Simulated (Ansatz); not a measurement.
Consider the silylene formation by 1,1-elimination: `C[Si](Cl)(Cl)c1ccccc1` → `Cl[Si]Cl` + toluene.

Isolated molecules relaxed with PBE0-D4/def2-TZVP in Ansatz; ΔE leaves out vibrations. CBS: MP2 limit from def2 TZ/QZ plus the TZ coupled-cluster correction, frozen cores. This one scheme is used for every species. Functionals use def2-TZVPP. B3LYP here is the variant with VWN-RPA as its local correlation; programs differ in this. One conformer a species, not always the lowest.

`C[Si](Cl)(Cl)c1ccccc1`:

```xyz
18

C     1.442   -2.384   -0.972
Si    0.388   -1.796    0.430
Cl    1.424   -2.024    2.192
Cl   -1.276   -2.997    0.567
C    -0.155   -0.031    0.278
C     0.213    0.732   -0.830
C    -0.193    2.053   -0.948
C    -0.972    2.628    0.043
C    -1.346    1.881    1.152
C    -0.941    0.562    1.268
H     0.898   -2.318   -1.917
H     1.722   -3.426   -0.808
H     2.355   -1.788   -1.044
H     0.823    0.296   -1.614
H     0.101    2.635   -1.815
H    -1.290    3.660   -0.047
H    -1.956    2.329    1.928
H    -1.238   -0.013    2.138
```

`Cl[Si]Cl`:

Cartesian coordinates in Å:
```
Cl -1.622 0.228 0.298
Si 0.039 -0.380 -0.791
Cl 1.583 0.152 0.493
```

`Cc1ccccc1`:

Z-matrix (Å, degrees):
```
C
C 1 1.499
H 1 1.092 2 111.4
H 1 1.091 2 111.4 3 120.9
H 1 1.095 2 110.9 3 -119.5
C 2 1.392 1 120.9 3 -148.5
C 2 1.392 1 120.9 3 32.6
C 6 1.387 2 121.0 1 -178.6
H 6 1.085 2 119.3 1 1.6
C 7 1.386 2 121.0 1 178.6
H 7 1.085 2 119.3 1 -1.6
C 8 1.387 6 120.2 2 -0.1
H 8 1.084 6 119.8 2 -179.9
H 10 1.084 7 119.8 2 179.9
H 12 1.084 8 120.3 6 -179.8
```

| level | ΔE (kJ/mol) | difference from CCSD(T)/CBS |
| --- | --- | --- |
| r2SCAN-D4 | 211.3 | 8.0 |
| r2SCANh-D4 | 214.3 | 11.0 |
| B3LYP | 160.0 | -43.3 |
| r2SCAN0 | 211.1 | 7.8 |
| CAM-B3LYP | 180.5 | -22.8 |
| CCSD(T)/def2-SVP | 179.1 | -24.2 |
| MP2/def2-TZVPP | 220.7 | 17.4 |
| CCSD/def2-TZVPP | 195.8 | -7.5 |
| CCSD(T)/def2-TZVPP | 199.1 | -4.2 |
| CCSD/CBS(def2) | 200.1 | -3.2 |
| CCSD(T)/CBS | 203.3 | 0 |

Largest T1 diagnostic among the species: 0.013.

From r2SCAN to r2SCAN0 (25 % exact exchange), in def2-TZVPP and without D4, ΔE moves by +5.9 kJ/mol. At CCSD(T), def2-SVP lies −24.2 kJ/mol from the extrapolated value and def2-TZVPP −4.2 kJ/mol.
